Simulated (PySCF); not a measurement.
**Orbital energies and ionisation energy**

Compound: GeH4.
Z-matrix (Å and degrees, PBE0-D3(BJ)/def2-TZVP geometry), rows numbered from 1:
```
Ge
H   1  1.5342
H   1  1.5343  2  109.46
H   1  1.5344  2  109.50  3  -119.92
H   1  1.5342  2  109.51  3   120.05
```

Level: wB97X-D/aug-cc-pVTZ (PySCF). Frontier orbitals with their largest atomic shares (Löwdin; up to four atoms above 4 %):

```csv
orbital,ε (eV),main atoms
HOMO−3,-17.86,"Ge1 35 %, H5 16 %, H2 16 %, H3 16 %"
HOMO−2,-11.57,?
HOMO−1,-11.56,?
HOMO,-11.56,?
LUMO,0.78,"H5 24 %, H2 24 %, H4 24 %, H3 24 %"
LUMO+1,1.42,Ge1 95 %
LUMO+2,1.42,Ge1 95 %
```

Problem. What vertical ionisation energy does ΔSCF give, and how far is −ε(HOMO) from it?

Solution. ΔSCF: 12.30 eV (1187 kJ/mol; threshold wavelength 100.8 nm); ⟨S²⟩ of the doublet left behind is 0.760, against 0.75 for a pure doublet. −ε(HOMO) is 11.56 eV, 0.74 eV below it. In exact Kohn–Sham theory the two would be equal; wB97X-D (range-separated hybrid) falls short of its own ΔSCF value by 6 %.

Problem. On which atoms does the HOMO lie?

Solution. HOMO: Ge1 35 %, H3 26 %, H4 26 %, H2 7 %; HOMO−1: Ge1 35 %, H2 18 %, H4 17 %, H3 16 %; HOMO−2: Ge1 35 %, H5 27 %, H2 24 %, H3 7 %. These 3 orbitals lie within 0.02 eV of one another. The HOMO−3 lies 6.30 eV lower.

Problem. How many of the 10 lowest singlet excitations (vertical TDDFT, same level) lie below the ionisation energy?

Solution. All 10; they run from 8.59 to 9.84 eV.

Problem. Shift the occupied levels rigidly so that −ε(HOMO) equals the ΔSCF value. What binding energies result?

Solution. The shift is +0.74 eV: HOMO 12.30, HOMO−1 12.30, HOMO−2 12.31, HOMO−3 18.60 eV. A rigid shift is only a rough guide to the deeper ionisations.

Problem. What total energies stand behind the ΔSCF value?

Solution. E(N) = -2079.49626 Eh and E(N − 1) = -2079.04416 Eh at the same geometry, 0.45210 Eh apart.

Geometry: PBE0-D3(BJ)/def2-TZVP; no solvent, vibrations or thermal averaging. The calculation is non-relativistic, for germanium too.

The run behind these numbers computed excited states and ΔSCF ions as well. The run took 22 s on Arm Neoverse N1, one thread (shared host), and the process peaked at 0.55 GiB of memory.

The pairwise dispersion term of wB97X-D wasn't added to the energies; at a given geometry it leaves orbitals and properties as they are.
